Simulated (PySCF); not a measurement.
C7H13NOSi.
Geometry (GFN2-xTB, Å), atoms numbered from 1 in this order:
```
atom  x, y, z in Å
C1     4.2204   -0.0595   -0.0972
Si2    2.6527   -1.0931    0.1696
C3     1.1625   -0.0058   -0.1045
C4     0.9743    1.2835   -0.5170
C5    -0.4153    1.5284   -0.5395
C6    -1.0036    0.3564   -0.1317
N7    -2.3222    0.0423    0.1120
C8    -2.6534   -1.3604    0.2267
C9    -3.3201    0.8532   -0.5460
O10   -0.0682   -0.5726    0.1265
H11    4.2495    0.3700   -1.0938
H12    4.2880    0.7571    0.6151
H13    5.1074   -0.6737    0.0217
H14    2.6282   -1.6323    1.5377
H15    2.6371   -2.2229   -0.7747
H16    1.7474    1.9798   -0.7735
H17   -0.9022    2.4401   -0.8164
H18   -2.7138   -1.8555   -0.7511
H19   -3.6174   -1.4503    0.7272
H20   -1.8939   -1.8572    0.8256
H21   -3.3540    0.6829   -1.6299
H22   -4.2947    0.6118   -0.1238
H23   -3.1135    1.9047   -0.3613
```

Hirshfeld charges (e) from the PBE0/pcSseg-1 density (PySCF), one withheld:

```json
{"atom": "C1", "bonded to": "Si2 H11 H12 H13", "charge": "-0.2100"}
{"atom": "Si2", "bonded to": "C1 C3 H14 H15", "charge": "+0.3282"}
{"atom": "C3", "bonded to": "Si2 C4 O10", "charge": "-0.0727"}
{"atom": "C4", "bonded to": "C3 C5 H16", "charge": "-0.0873"}
{"atom": "C5", "bonded to": "C4 C6 H17", "charge": "-0.1312"}
{"atom": "C6", "bonded to": "C5 N7 O10", "charge": "+0.1139"}
{"atom": "N7", "bonded to": "C6 C8 C9", "charge": "-0.0678"}
{"atom": "C8", "bonded to": "N7 H18 H19 H20", "charge": "-0.0699"}
{"atom": "C9", "bonded to": "N7 H21 H22 H23", "charge": "-0.0610"}
{"atom": "O10", "bonded to": "C6 C3", "charge": "?"}
{"atom": "H11", "bonded to": "C1", "charge": "+0.0426"}
{"atom": "H12", "bonded to": "C1", "charge": "+0.0428"}
{"atom": "H13", "bonded to": "C1", "charge": "+0.0441"}
{"atom": "H14", "bonded to": "Si2", "charge": "-0.0857"}
{"atom": "H15", "bonded to": "Si2", "charge": "-0.0872"}
{"atom": "H16", "bonded to": "C4", "charge": "+0.0541"}
{"atom": "H17", "bonded to": "C5", "charge": "+0.0439"}
{"atom": "H18", "bonded to": "C8", "charge": "+0.0353"}
{"atom": "H19", "bonded to": "C8", "charge": "+0.0476"}
{"atom": "H20", "bonded to": "C8", "charge": "+0.0449"}
{"atom": "H21", "bonded to": "C9", "charge": "+0.0357"}
{"atom": "H22", "bonded to": "C9", "charge": "+0.0513"}
{"atom": "H23", "bonded to": "C9", "charge": "+0.0503"}
```

What is the charge on O10?

The charges add up to the total charge, 0. The others sum to +0.0619, which leaves -0.0619 e for O10 (furan-type oxygen); the computed value is -0.0620, the difference coming from rounding and the integration grid.

Add each hydrogen's charge to the atom that carries it.

C1 -0.0805, Si2 +0.1553, C4 -0.0332, C5 -0.0873, C8 +0.0579, C9 +0.0763. Atoms without hydrogen keep their charges.

Across which bond do the charges differ most?

Si2–C1: +0.3282 on Si2 against -0.2100 on C1, a difference of 0.5382 e. The lower charge is on the more electronegative element of the two (Pauling values: C 2.55, Si 1.90).

Take the bonds between elements whose Pauling electronegativities differ by more than 0.25. In how many does the more electronegative atom carry the lower charge?

In 18 of 20; it doesn't in N7–C8 and C3–O10.

How much positive and how much negative charge does this set hold in all?

+0.9347 e on 13 atoms and -0.9348 e on 10.

The Hirshfeld scheme divides the density at each point in proportion to the densities of the neutral, spherically averaged free atoms. Isolated species at its GFN2-xTB geometry (one conformer only).

These values come from a run that also computed NMR shieldings. The run took 61 s of wall time on Arm Neoverse V1, one thread (shared host), and the process peaked at 1.0 GiB of memory.
